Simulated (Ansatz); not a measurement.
C$_{2}$H$_{7}$GaO$_{2}$ (`[CH3][GaH][O]CO`). Charge 0, multiplicity 1. Correlated methods include outer-core shells of Ga, which these sets cover unevenly. Scalar relativity is left out up to krypton.

Z-matrix (Å, degrees):
```
Ga
O 1 1.880
C 1 2.500 2 32.1
C 1 1.959 2 115.8 3 88.3
O 1 2.202 2 67.3 3 -9.9
H 1 1.569 2 113.5 3 -107.9
H 3 1.099 1 137.4 2 -78.8
H 3 1.099 1 113.1 2 102.4
H 4 1.091 1 110.8 2 -30.4
H 4 1.093 1 110.2 2 89.3
H 4 1.092 1 111.1 2 -151.4
H 5 0.963 1 109.5 2 -98.5
```

Task: Give the diagnostics of a CCSD(T)/def2-TZVPP run (frozen core, Ansatz). (An estimate is asked.)

Result: Computed: T1 = 0.0126, largest single amplitude 0.011, largest double 0.027, (T) share of the correlation energy 3.7 %, 9 CCSD cycles. The RHF solution is stable towards an unrestricted one. T1 lies under the customary mark of 0.02 for closed shells.
